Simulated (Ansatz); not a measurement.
Computed with Ansatz on PBE0-D4/def2-TZVP structures; ΔE is electronic, products minus reactants. CBS: MP2 limit from def2 TZ/QZ plus the TZ coupled-cluster correction, frozen cores. This one scheme is used for every species. Functionals use def2-TZVPP. B3LYP here is the variant with VWN-RPA as its local correlation; programs differ in this. Each species was taken in one conformer, which may not be the lowest.

Reaction (cleavage of the Si–Si bond): `C[SiH2][Si](F)(F)F` + CH₃OH → `CO[Si](F)(F)F` + `C[SiH3]`

`C[SiH2][Si](F)(F)F`:

Z-matrix (Å, degrees):
```
C
Si 1 1.871
H 1 1.092 2 110.8
H 1 1.092 2 110.8 3 -120.2
H 1 1.092 2 110.4 3 119.9
Si 2 2.331 1 110.0 3 60.2
H 2 1.487 1 111.8 3 -58.8
H 2 1.487 1 111.8 3 179.1
F 6 1.583 2 113.0 1 -179.9
F 6 1.585 2 111.8 1 -59.5
F 6 1.585 2 111.8 1 59.6
```

CH₃OH:

Z-matrix (Å, degrees):
```
C
O 1 1.409
H 1 1.097 2 112.4
H 1 1.090 2 107.0 3 -118.5
H 1 1.097 2 112.4 3 123.0
H 2 0.959 1 108.5 3 -61.6
```

`CO[Si](F)(F)F`:

Cartesian coordinates in Å:
```
C 0.003 -0.609 -1.259
O 0.184 -0.702 0.143
Si 0.025 0.473 1.212
F 1.018 1.663 0.941
F 0.320 -0.112 2.634
F -1.425 1.086 1.210
H 0.182 -1.597 -1.681
H 0.710 0.098 -1.698
H -1.017 -0.299 -1.501
```

`C[SiH3]`:

Cartesian coordinates in Å:
```
C -0.791 0.256 -0.533
Si 0.707 -0.229 0.477
H -1.582 0.645 0.111
H -1.187 -0.604 -1.077
H -0.534 1.029 -1.261
H 1.244 0.944 1.219
H 1.786 -0.757 -0.402
H 0.356 -1.284 1.466
```

Q: Is it downhill or uphill in electronic energy at CCSD(T)/CBS, and by how much? (Best estimate.)

A: The calculation gave: Downhill: ΔE = -29.6 kcal/mol.

Q: What do these levels give: B3LYP-D4, r2SCAN0-D4, ωB97X-V, ωB97M-V, r2SCANh, BHLYP, CAM-B3LYP, RPA@PBE/def2-TZVPP, MP2/def2-TZVPP, MP2/def2-QZVPP, HF/CBS(def2), MP2/CBS(def2)? (Best estimate.)

A: Computed: B3LYP-D4 -28.4, r2SCAN0-D4 -30.1, ωB97X-V -28.4, ωB97M-V -29.9, r2SCANh -29.5, BHLYP -32.3, CAM-B3LYP -30.6, RPA@PBE/def2-TZVPP -30.2, MP2/def2-TZVPP -31.6, MP2/def2-QZVPP -31.3, HF/CBS(def2) -36.8, MP2/CBS(def2) -30.8 kcal/mol.

Largest T1 diagnostic among the species: 0.012.

From r2SCAN to r2SCAN0 (25 % exact exchange), in def2-TZVPP and without D4, ΔE moves by −1.3 kcal/mol. Leaving LDA and LC-ωPBE aside and taking each functional with its dispersion term where it has one, the values, not all of them listed here, spread over 8.9 kcal/mol, from BHLYP-D4 to PBE-D4. LDA lies −2.3 kcal/mol from PBE without D4.
